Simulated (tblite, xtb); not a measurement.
C₂H₉AlO₄Si, charge +1, doublet, geometry from GFN2-xTB (such geometries of metal compounds can be far from the true shape) (a state made from the parent by changing its charge; the spin is typed, not shown lowest). Base run: GFN1-xTB in xtb.

Geometry (Å):
```xyz
17

Al    -0.0194     1.4930     0.9348
C      1.1238     3.0956     0.4253
H      2.1595     2.7505     0.3988
H      0.9736     3.8788     1.1676
H      0.8009     3.4076    -0.5704
C     -1.1736     1.6968     2.5990
H     -1.9149     0.8950     2.5607
H     -1.6350     2.6840     2.5738
H     -0.5203     1.5904     3.4660
O     -0.0028     0.1184     0.0696
Si     0.0150    -1.3104    -0.8239
O      1.1882    -2.2091    -0.1988
O      0.3097    -0.8666    -2.3389
O     -1.4429    -1.9574    -0.6302
H      1.0124    -2.8953     0.4396
H      1.1766    -0.9511    -2.7280
H     -2.1286    -1.8590    -1.2858
```
Charge +1, spin multiplicity 2.
All else is at xtb's defaults.
Base energy -30.83882 Eh.

Programs used: tblite, xtb; a row that names a program was run with it.

Each row names what was changed in the base input (with any setting that the change needs).

```csv
change,ΔE vs base (mEh),G_solv (kcal/mol),SCF cycles
base,0.000,-,12
"program = tblite; method = gfn1; option = (--alpb, water)",-85.878,-,-
gbsa = chcl3,-72.470,-46.75,11
"program = tblite; method = gfn1; option = (--efield, 0,0,0.1)",-3.421,-,-
etemp = 10000,-54.018,-,11
gbsa = thf,-85.070,-54.47,12
etemp = 1000,-0.025,-,12
program = tblite; method = gfn1,0.000,-,-
program = tblite; method = gfn1; option = --spin-polarized,-4.668,-,-
"program = tblite; method = gfn1; option = (--etemp, 2000)",-0.849,-,-
acc = 1000,0.004,-,7
alpb = ch2cl2,-70.711,-45.09,11
etemp = 5000,-11.649,-,11
```

ALPB and GBSA are two models with their own fitted parameters for each solvent, which aren't always the measured dielectric constant.
